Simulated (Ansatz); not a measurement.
**Counterpoise correction, worked out**

The pair of Cu⁺ (SMILES [Cu+], atom 1) and Br⁻ (SMILES [Br-], atom 2), both closed shells, in one local arrangement (a lower one may exist), relaxed at PBE0-D4/def2-TZVP:

Cu1  (0.000, 0.000, -1.104)
Br2  (0.000, 0.000, 1.104)
(Å)

Program: Ansatz 0.2.0. Basis: def2-TZVPPD. Cores are frozen in the correlated methods. The 3s and 3p shells of Cu and Zn are frozen; filled d shells are correlated. The def2 sets are not built for correlating such inner shells, so the correlated values are less sure here.

CCSD(T) total energies in eV:

| system | geometry | basis functions | energy |
| --- | --- | --- | --- |
| pair | pair | all | -114618.35835 |
| Cu⁺ | as in the pair | all (partner as ghosts) | -44601.99356 |
| Br⁻ | as in the pair | all (partner as ghosts) | -70009.14994 |
| Cu⁺ | as in the pair | its own | -44601.95759 |
| Br⁻ | as in the pair | its own | -70009.07907 |
| Cu⁺ | free (PBE0-D4 minimum) | its own | -44601.95759 |
| Br⁻ | free (PBE0-D4 minimum) | its own | -70009.07907 |

Task: Work out the interaction energy with and without the counterpoise correction, the superposition error, and the binding energy from the relaxed fragments.

Result: Without correction: -114618.35835 − (-44601.95759) − (-70009.07907) = -7.32169 eV.
With correction (each fragment in the whole basis): -114618.35835 − (-44601.99356) − (-70009.14994) = -7.21485 eV = -166.38 kcal/mol.
The superposition error is the difference, 0.10684 eV, 1 % of the uncorrected value: each fragment borrows its partner's functions.
Deformation from the free shapes: 0.00000 eV for Cu⁺ and 0.00000 eV for Br⁻.
Binding energy from relaxed fragments: -7.21485 + 0.00000 + 0.00000 = -7.21485 eV = -166.38 kcal/mol (electronic, without zero-point energy; negative means bound). For comparison, the corrected interaction energy by CCSD(T) at an estimated basis limit (MP2 extrapolated from triple and quadruple zeta, plus CCSD(T) − MP2 in triple zeta) is -7.530 eV; triple zeta with the correction binds less.

No T1 diagnostic of these runs exceeds 0.021.

For scale, one of the runs: CCSD(T)/def2-TZVPPD, 124 basis functions, launched by `ansatz run in.yaml --threads 2 --pin off --events-out ev --progress --plain --max-ram 5222MiB`. Hardware: 2 CPU threads of an Arm Neoverse V1, shared host. Wall time about 5.5 s.
